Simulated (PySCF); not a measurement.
Bonds (- single, = double, # triple, : aromatic): C1-C2, C2-O3, C2-C4, C4-C5, C5-C6, C6-Si7, Si7-C4. C1 carries H8, H9, H10; C2 carries H11; O3 carries H12; C4 carries H13; C5 carries H14, H15; C6 carries H16, H17; Si7 carries H18, H19. Stereochemistry as in C[C@@H](O)[C@H]1CC[SiH2]1. H14, H17, H18 are cis to C2 on the ring; H15, H16, H19 are trans to C2 on the ring.

- σ from GIAO-PBE0/pcSseg-1
- structure optimised with GFN2-xTB
- program: PySCF 2.14
- one conformer, non-relativistic, averaged over atoms made equivalent by symmetry, fast rotation or ring inversion, no solvent model

Scale: ¹³C (186.93 ppm) against TMS (reference shieldings calculated alike).

Do the ¹³C shifts follow the atomic charges (in e)? Tabulate both.

Results:


| atoms | hybridisation | δ (ppm) | σ para (ppm) | Hirshfeld | IAO | Mulliken | ESP-fitted |
| --- | --- | --- | --- | --- | --- | --- | --- |
| C2 | sp3 | 76.2 | -132 | +0.04 | +0.11 | +0.06 | +0.37 |
| C4 | sp3 | 42.3 | -109 | -0.12 | -0.39 | -0.54 | -0.16 |
| C5 | sp3 | 26.4 | -89 | -0.07 | -0.26 | -0.16 | +0.06 |
| C1 | sp3 | 26.2 | -88 | -0.13 | -0.44 | -0.21 | -0.50 |
| C6 | sp3 | 5.8 | -73 | -0.17 | -0.54 | -0.50 | -0.36 |

Correlation coefficients of δ with charge over these carbons: Hirshfeld +0.90, IAO +0.91, Mulliken +0.64, ESP-fitted +0.79; with the paramagnetic shielding -0.99. With so few points these coefficients are fragile. Charge is one influence among several: hybridisation and low-lying excitations act through the paramagnetic term.

Shifts are as computed. Against solution values, carbons near 30 ppm lie about +3 ppm off and those near 130 ppm about +5 ppm. Of 1309 compounds with measured shifts, 239 miss one by over three times the rms of a fit or turn the order of signals round; such compounds aren't used in these exercises.
